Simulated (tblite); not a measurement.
C5H12Si3.
SMILES with atom numbers: `[CH:1]#[C:2][SiH2:3][Si@@H:4]1[CH2:5][SiH2:6][C@@H:7]1[CH3:8]` (hydrogens: H9 on C1; H10, H11 on Si3; H12 on Si4; H13, H14 on C5; H15, H16 on Si6; H17 on C7; H18, H19, H20 on C8)

The geometry is computed with GFN2-xTB (gas phase).

Question: List the bond lengths, angles and torsions at this level.

Answer: 
```json
{"bond": "C1≡C2", "length (Å)": "1.203", "order": "triple"}
{"bond": "C2–Si3", "length (Å)": "1.852", "order": "single"}
{"bond": "Si3–Si4", "length (Å)": "2.310", "order": "single"}
{"bond": "Si4–C5", "length (Å)": "1.926", "order": "single"}
{"bond": "C5–Si6", "length (Å)": "1.915", "order": "single"}
{"bond": "Si6–C7", "length (Å)": "1.925", "order": "single"}
{"bond": "C7–C8", "length (Å)": "1.523", "order": "single"}
{"bond": "Si4–C7", "length (Å)": "1.936", "order": "single"}
{"bond": "C1–H9", "length (Å)": "1.053", "order": "single"}
{"bond": "Si3–H10", "length (Å)": "1.471", "order": "single"}
{"bond": "Si3–H11", "length (Å)": "1.471", "order": "single"}
{"bond": "Si4–H12", "length (Å)": "1.478", "order": "single"}
{"bond": "C5–H13", "length (Å)": "1.087", "order": "single"}
{"bond": "C5–H14", "length (Å)": "1.087", "order": "single"}
{"bond": "Si6–H15", "length (Å)": "1.463", "order": "single"}
{"bond": "Si6–H16", "length (Å)": "1.466", "order": "single"}
{"bond": "C7–H17", "length (Å)": "1.093", "order": "single"}
{"bond": "C8–H18, C8–H19, C8–H20", "length (Å)": "1.090", "order": "single"}
```

Bonds in one row agree within 0.01 Å and their mean is given. Orders are formal, as drawn. A selection of angles:
```json
{"angle": "C1–C2–Si3", "degrees": "177.0"}
{"angle": "C2–Si3–Si4", "degrees": "109.4"}
{"angle": "Si3–Si4–C5", "degrees": "114.3"}
{"angle": "Si3–Si4–C7", "degrees": "114.8"}
{"angle": "C5–Si4–C7", "degrees": "86.9"}
{"angle": "Si4–C5–Si6", "degrees": "92.4"}
{"angle": "C5–Si6–C7", "degrees": "87.6"}
{"angle": "Si6–C7–C8", "degrees": "117.4"}
{"angle": "Si4–C7–Si6", "degrees": "91.8"}
{"angle": "Si4–C7–C8", "degrees": "117.7"}
```

Dihedral angles: C2–Si3–Si4–C5 50° (synclinal); Si3–Si4–C5–Si6 -107° (anticlinal); Si4–C5–Si6–C7 -9° (synperiplanar); C5–Si6–C7–C8 131° (anticlinal); Si3–Si4–C7–Si6 107° (anticlinal).

The 2 C–C bonds span 1.203 Å (C1≡C2, drawn triple) to 1.523 Å (C7–C8, drawn single), a spread of 0.320 Å. The 5 C–Si bonds span 1.852 Å (C2–Si3, drawn single) to 1.936 Å (Si4–C7, drawn single), a spread of 0.084 Å. Of the pairs four or more bonds apart, C2···H19 is among the closest relative to their van der Waals radii: 2.86 Å, 99 % of the sum of Bondi's values. Si4 (SiH silicon) has angles from 86.9° to 114.8°. Si3 (SiH2 silicon) is distorted tetrahedral (angles from 105.6° to 114.2°). The 4-membered ring Si4–C5–Si6–C7 has internal angles of 86.9° to 92.4° (sum 359°, against 360° for a flat polygon); it is puckered, 0.07 Å rms from its mean plane, widest ring torsion 9°. Si6 (SiH2 silicon) has angles from 87.6° to 115.9°.

Point group: C1 (no symmetry element, even within 0.4 Å). Its GFN2-xTB frequencies are all real (lowest 24 cm⁻¹). The numbers are those of one conformer.
